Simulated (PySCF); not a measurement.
**Correlation energy of Ge³⁺ (germanium, charge +3)**

Starting occupation: [Ar] 3d10 4s1, 4s1/2 with m_j = +1/2. Computed with PySCF 2.14 in x2c-TZVPall-2c, with X2C-1e with screened-nucleus spin-orbit coupling, Gaussian nucleus. Frozen: [Ne]; 19 electrons correlated.

MP2 pair energies summed by pair of shells (mhartree):

```json
{"pair": "3d3/2-3d5/2", "energy": "-52.12", "share (%)": "20.2"}
{"pair": "3d5/2-3d5/2", "energy": "-35.43", "share (%)": "13.7"}
{"pair": "3d5/2-3p3/2", "energy": "-33.74", "share (%)": "13.1"}
{"pair": "3d3/2-3p3/2", "energy": "-22.95", "share (%)": "8.9"}
{"pair": "3d5/2-3p1/2", "energy": "-16.98", "share (%)": "6.6"}
{"pair": "3d3/2-3d3/2", "energy": "-14.54", "share (%)": "5.6"}
{"pair": "3d5/2-3s1/2", "energy": "-12.36", "share (%)": "4.8"}
{"pair": "3p1/2-3p3/2", "energy": "-11.43", "share (%)": "4.4"}
{"pair": "3d3/2-3p1/2", "energy": "-10.60", "share (%)": "4.1"}
{"pair": "3p3/2-3p3/2", "energy": "-10.33", "share (%)": "4.0"}
{"pair": "3d3/2-3s1/2", "energy": "-8.24", "share (%)": "3.2"}
{"pair": "3p3/2-3s1/2", "energy": "-8.13", "share (%)": "3.1"}
{"pair": "3d5/2-4s1/2", "energy": "-6.66", "share (%)": "2.6"}
{"pair": "3d3/2-4s1/2", "energy": "-4.11", "share (%)": "1.6"}
{"pair": "3p1/2-3s1/2", "energy": "-4.03", "share (%)": "1.6"}
{"pair": "3p1/2-3p1/2", "energy": "-2.22", "share (%)": "0.9"}
{"pair": "3p3/2-4s1/2", "energy": "-1.71", "share (%)": "0.7"}
{"pair": "3s1/2-3s1/2", "energy": "-1.58", "share (%)": "0.6"}
{"pair": "3p1/2-4s1/2", "energy": "-0.80", "share (%)": "0.3"}
{"pair": "3s1/2-4s1/2", "energy": "-0.34", "share (%)": "0.1"}
```

Total MP2 correlation energy: -258.31 mhartree.

This basis was not built for core-valence correlation, so the inner-shell part is incomplete.
